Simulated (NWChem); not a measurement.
System: C₂H₄AlFO; SMILES [OH][Al]([F])[CH]=C

NWChem input:

```
start job
memory heap 200 mb stack 900 mb global 1100 mb
geometry units angstroms noautosym nocenter noautoz
  Al     0.042764    -0.423589     0.000000
  F     -0.862876    -1.821760     0.000000
  C     -0.772254     1.319836     0.000000
  C     -0.015305     2.428528     0.000000
  H     -1.862302     1.453248     0.000000
  H     -0.448966     3.437070     0.000000
  H      1.080446     2.383467     0.000000
  O      1.732999    -0.531254     0.000000
  H      2.255571    -1.333869     0.000000
end
basis spherical
  Al library def2-svp
  F library def2-svp
  C library def2-svp
  H library def2-svp
  O library def2-svp
end
dft
  xc pbe0
  iterations 150
end
property
  efieldgrad
end
task dft property
```

Structure relaxed at the PBE0/def2-SVP level.

Vzz is the largest principal value of the second derivative of the potential at the nucleus (NWChem prints the opposite sign); η is the asymmetry. Non-relativistic.

Atoms are numbered as in the input.

Q: Predict the main results of this run. (PBE0/def2-SVP.) Quantities: Vzz Al1 (a.u.); η Al1; Vzz O8 (a.u.); η O8.

A: 
| Quantity | Value |
|---|---|
| Vzz Al1 (a.u.) | 0.821 |
| η Al1 | 0.48 |
| Vzz O8 (a.u.) | 1.380 |
| η O8 | 0.13 |
